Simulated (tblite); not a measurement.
Record of a relaxation.

C6H9NOSi.
Atom-mapped SMILES: `[CH:1]#[C:2][CH2:3][C:4](=[O:5])[C:6](=[CH2:7])[SiH2:8][NH2:9]` (hydrogens: H10 on C1; H11, H12 on C3; H13, H14 on C7; H15, H16 on Si8; H17, H18 on N9)

Computed with GFN2-xTB (tblite), gas phase: L-BFGS steps from a force-field or distance-geometry start until the largest atomic force falls under 0.01 eV/Å. 9 of its 81 geometries are shown.

Step 0: E = -708.5445 eV, largest atomic force 1.618 eV/Å
```
atom  x, y, z in Å  |  force x, y, z in eV/Å
C1     -2.406   -0.877   -2.179   -0.032  -0.195  -0.434
C2     -2.357   -0.371   -1.097    0.198   0.246   1.176
C3     -2.275    0.231    0.254   -0.572   0.145  -0.928
C4     -0.927    0.860    0.537    0.890   0.669   0.712
O5     -0.843    2.047    0.842    0.031  -1.327  -0.467
C6      0.307   -0.003    0.512   -1.468  -0.679  -0.039
C7      0.252   -1.323    0.749   -0.026   0.155  -0.017
Si8     1.882    0.911    0.165    0.210   1.347   0.335
N9      3.057   -0.179   -0.442    0.372  -0.248  -0.549
H10    -2.478   -1.315   -3.143    0.037   0.219   0.415
H11    -2.533   -0.488    1.035    0.193  -0.204  -0.152
H12    -3.038    1.028    0.318    0.245  -0.137  -0.108
H13    -0.676   -1.850    0.990    0.359   0.216  -0.098
H14     1.152   -1.946    0.739   -0.397   0.409   0.002
H15     2.470    1.514    1.373   -0.171  -0.101  -0.123
H16     1.721    1.898   -0.913   -0.369   0.249   0.162
H17     2.768   -0.466   -1.370    0.238  -0.425   0.057
H18     3.917    0.336   -0.569    0.261  -0.341   0.056
```

Step 10: E = -708.8320 eV, largest atomic force 0.264 eV/Å
```
atom  x, y, z in Å  |  force x, y, z in eV/Å
C1     -2.399   -0.862   -2.145    0.032  -0.020  -0.022
C2     -2.321   -0.382   -1.052   -0.024   0.022  -0.089
C3     -2.280    0.240    0.254    0.064  -0.016  -0.095
C4     -0.904    0.847    0.535   -0.119   0.016   0.195
O5     -0.785    2.018    0.835    0.007  -0.176  -0.100
C6      0.276   -0.021    0.451    0.026   0.071  -0.037
C7      0.232   -1.321    0.734    0.091   0.093  -0.056
Si8     1.864    0.994    0.128   -0.074  -0.059  -0.085
N9      3.039   -0.110   -0.498   -0.003  -0.093   0.078
H10    -2.465   -1.294   -3.099    0.024   0.003   0.033
H11    -2.512   -0.530    1.002    0.039   0.261   0.004
H12    -3.028    1.042    0.284    0.057  -0.113   0.129
H13    -0.674   -1.854    1.001    0.146   0.079  -0.024
H14     1.145   -1.895    0.726   -0.053  -0.079  -0.012
H15     2.422    1.505    1.383   -0.057  -0.042  -0.083
H16     1.552    2.045   -0.847   -0.089   0.067   0.087
H17     2.833   -0.613   -1.345   -0.112  -0.073  -0.012
H18     3.995    0.199   -0.545    0.044   0.058   0.087
```

Step 20: E = -708.8589 eV, largest atomic force 0.061 eV/Å
```
atom  x, y, z in Å  |  force x, y, z in eV/Å
C1     -2.380   -0.867   -2.148    0.001   0.015   0.042
C2     -2.327   -0.378   -1.057   -0.005   0.008  -0.002
C3     -2.274    0.246    0.247    0.020   0.014   0.013
C4     -0.900    0.844    0.531    0.008  -0.051   0.032
O5     -0.777    2.010    0.837    0.033   0.006  -0.004
C6      0.282   -0.020    0.424   -0.046   0.018  -0.006
C7      0.258   -1.317    0.714   -0.020   0.035  -0.040
Si8     1.847    1.003    0.097   -0.010  -0.024  -0.004
N9      3.019   -0.129   -0.481    0.007   0.015  -0.021
H10    -2.446   -1.301   -3.100    0.025  -0.010  -0.003
H11    -2.491   -0.498    1.020   -0.018   0.011  -0.017
H12    -3.019    1.046    0.308    0.015  -0.037  -0.012
H13    -0.644   -1.834    1.008    0.041  -0.043   0.005
H14     1.160   -1.908    0.689   -0.031   0.034  -0.022
H15     2.397    1.492    1.358    0.005   0.025   0.023
H16     1.495    2.094   -0.815    0.017   0.006  -0.029
H17     2.816   -0.659   -1.315   -0.024  -0.003   0.045
H18     3.976    0.183   -0.514   -0.017  -0.020   0.001
```

Step 30: E = -708.8653 eV, largest atomic force 0.058 eV/Å
```
atom  x, y, z in Å  |  force x, y, z in eV/Å
C1     -2.361   -0.868   -2.135    0.027   0.013   0.023
C2     -2.315   -0.369   -1.048   -0.044   0.004   0.012
C3     -2.278    0.258    0.256    0.014   0.002   0.015
C4     -0.903    0.848    0.543    0.019  -0.037   0.021
O5     -0.764    2.013    0.851   -0.019   0.006   0.011
C6      0.270   -0.019    0.410    0.000   0.016   0.020
C7      0.266   -1.321    0.680    0.002   0.029  -0.017
Si8     1.832    1.016    0.092    0.008  -0.017  -0.007
N9      2.996   -0.133   -0.460    0.003  -0.012  -0.006
H10    -2.402   -1.309   -3.085    0.007  -0.002   0.004
H11    -2.501   -0.487    1.026    0.000  -0.013  -0.002
H12    -3.026    1.054    0.315    0.019  -0.007  -0.033
H13    -0.612   -1.863    1.004    0.014   0.021  -0.045
H14     1.178   -1.893    0.614   -0.028   0.007   0.006
H15     2.377    1.515    1.353   -0.018   0.023   0.011
H16     1.508    2.099   -0.841   -0.015  -0.006  -0.008
H17     2.769   -0.697   -1.265    0.047   0.005   0.026
H18     3.957    0.164   -0.510   -0.037  -0.031  -0.032
```

Step 40: E = -708.8699 eV, largest atomic force 0.061 eV/Å
```
atom  x, y, z in Å  |  force x, y, z in eV/Å
C1     -2.325   -0.868   -2.119   -0.010  -0.007   0.007
C2     -2.313   -0.370   -1.031    0.012   0.004   0.000
C3     -2.280    0.259    0.271    0.008   0.008   0.001
C4     -0.907    0.852    0.563    0.009  -0.009   0.012
O5     -0.779    2.014    0.884    0.001  -0.003   0.013
C6      0.272   -0.005    0.415   -0.004  -0.011  -0.023
C7      0.270   -1.313    0.645   -0.006  -0.001   0.001
Si8     1.834    1.021    0.088   -0.024   0.004   0.001
N9      2.990   -0.148   -0.443   -0.014   0.034   0.011
H10    -2.362   -1.313   -3.068    0.013   0.001  -0.001
H11    -2.516   -0.483    1.039    0.014   0.013   0.008
H12    -3.021    1.062    0.317   -0.018  -0.013  -0.004
H13    -0.607   -1.868    0.948   -0.007   0.009  -0.019
H14     1.183   -1.880    0.564   -0.022  -0.009   0.003
H15     2.348    1.556    1.348    0.026  -0.009  -0.034
H16     1.508    2.084   -0.870    0.003  -0.015   0.005
H17     2.748   -0.741   -1.223    0.038   0.026   0.040
H18     3.949    0.147   -0.526   -0.019  -0.023  -0.020
```

Step 50: E = -708.8731 eV, largest atomic force 0.022 eV/Å
```
atom  x, y, z in Å  |  force x, y, z in eV/Å
C1     -2.303   -0.875   -2.103    0.007   0.002  -0.003
C2     -2.302   -0.375   -1.016    0.002  -0.004   0.001
C3     -2.282    0.263    0.282    0.004   0.002  -0.004
C4     -0.910    0.856    0.580    0.005   0.006   0.011
O5     -0.783    2.008    0.934   -0.002   0.007  -0.002
C6      0.268    0.003    0.406    0.009  -0.002  -0.004
C7      0.257   -1.311    0.608   -0.003  -0.004   0.006
Si8     1.830    1.029    0.080    0.001   0.003   0.001
N9      2.990   -0.147   -0.422   -0.004   0.015   0.004
H10    -2.317   -1.316   -3.054   -0.004  -0.008   0.008
H11    -2.514   -0.471    1.060   -0.011   0.000  -0.014
H12    -3.029    1.060    0.318    0.003   0.004   0.011
H13    -0.628   -1.864    0.886   -0.009  -0.001   0.009
H14     1.165   -1.884    0.529   -0.006  -0.008  -0.020
H15     2.360    1.589    1.321   -0.005   0.001  -0.014
H16     1.498    2.071   -0.901    0.003  -0.014   0.014
H17     2.742   -0.776   -1.169    0.013  -0.006  -0.005
H18     3.946    0.148   -0.536   -0.002   0.008   0.002
```

Step 60: E = -708.8740 eV, largest atomic force 0.015 eV/Å
```
atom  x, y, z in Å  |  force x, y, z in eV/Å
C1     -2.290   -0.876   -2.097   -0.005  -0.005   0.004
C2     -2.295   -0.370   -1.013   -0.006  -0.002   0.004
C3     -2.281    0.267    0.286    0.004   0.004  -0.003
C4     -0.909    0.857    0.592    0.003   0.005   0.001
O5     -0.781    2.008    0.949   -0.002  -0.001   0.005
C6      0.267    0.002    0.409    0.007  -0.001  -0.008
C7      0.247   -1.314    0.595    0.000  -0.005   0.003
Si8     1.827    1.028    0.076    0.002   0.007  -0.003
N9      2.995   -0.143   -0.418    0.003   0.004   0.010
H10    -2.305   -1.328   -3.044    0.004   0.005   0.004
H11    -2.521   -0.471    1.059    0.001   0.010  -0.004
H12    -3.026    1.065    0.322    0.002   0.001  -0.002
H13    -0.640   -1.861    0.879   -0.005  -0.007   0.002
H14     1.147   -1.896    0.496    0.004  -0.003  -0.002
H15     2.361    1.604    1.308   -0.013  -0.008  -0.001
H16     1.491    2.064   -0.908   -0.003  -0.012  -0.001
H17     2.756   -0.789   -1.153   -0.002   0.001  -0.009
H18     3.947    0.161   -0.535    0.008   0.006   0.002
```

Step 70: E = -708.8746 eV, largest atomic force 0.017 eV/Å
```
atom  x, y, z in Å  |  force x, y, z in eV/Å
C1     -2.287   -0.882   -2.089    0.005   0.008   0.001
C2     -2.294   -0.368   -1.008   -0.002   0.008   0.002
C3     -2.280    0.275    0.287    0.005   0.002   0.002
C4     -0.906    0.857    0.599    0.004  -0.009  -0.003
O5     -0.772    2.003    0.968   -0.006  -0.005   0.000
C6      0.265   -0.003    0.405    0.005  -0.005  -0.004
C7      0.240   -1.319    0.585    0.000  -0.010  -0.001
Si8     1.823    1.024    0.070   -0.005   0.006   0.002
N9      3.004   -0.138   -0.413   -0.002   0.002   0.007
H10    -2.294   -1.334   -3.035   -0.007  -0.004   0.005
H11    -2.525   -0.459    1.062   -0.008   0.012   0.004
H12    -3.020    1.079    0.320   -0.001  -0.006  -0.006
H13    -0.645   -1.865    0.875   -0.007  -0.003  -0.002
H14     1.137   -1.906    0.473    0.009   0.000   0.004
H15     2.341    1.607    1.305    0.001   0.003  -0.002
H16     1.479    2.049   -0.923    0.005   0.003  -0.003
H17     2.772   -0.788   -1.147   -0.001  -0.010  -0.014
H18     3.954    0.174   -0.531    0.003   0.009   0.007
```

Step 80: E = -708.8749 eV, largest atomic force 0.009 eV/Å
```
atom  x, y, z in Å  |  force x, y, z in eV/Å
C1     -2.285   -0.881   -2.084   -0.006  -0.006   0.001
C2     -2.295   -0.368   -1.004   -0.007   0.001   0.001
C3     -2.281    0.281    0.289    0.003   0.004   0.002
C4     -0.903    0.852    0.601    0.005  -0.007   0.000
O5     -0.762    1.995    0.980    0.000   0.002   0.000
C6      0.264   -0.011    0.399    0.002  -0.001   0.006
C7      0.238   -1.327    0.578    0.001  -0.004  -0.002
Si8     1.819    1.022    0.066   -0.007  -0.002   0.005
N9      3.009   -0.134   -0.410    0.003   0.001   0.005
H10    -2.295   -1.341   -3.027    0.000  -0.002  -0.007
H11    -2.537   -0.445    1.067   -0.004   0.002  -0.001
H12    -3.014    1.091    0.313   -0.002   0.000   0.000
H13    -0.648   -1.872    0.869    0.000   0.006  -0.002
H14     1.134   -1.915    0.466    0.004   0.004  -0.003
H15     2.328    1.611    1.300    0.005   0.004   0.000
H16     1.476    2.043   -0.932   -0.002   0.002  -0.002
H17     2.788   -0.783   -1.149   -0.003  -0.004  -0.006
H18     3.956    0.188   -0.520    0.007   0.000   0.003
```

**Question.** Summarise the path.

**Answer.** The energy falls by 0.3305 eV from step 0 to step 80; nine tenths of that is first reached at step 12. It falls at every step. The largest force goes from 1.618 to 0.009 eV/Å. Among the bonds C6–Si8 changes most, from 1.854 to 1.897 Å; the atoms move by 0.181 Å rms after alignment.

The cost below is that of the whole relaxation. Hardware: one thread, Arm Neoverse N1 (aarch64), shared host. Cost: 1.1 s.
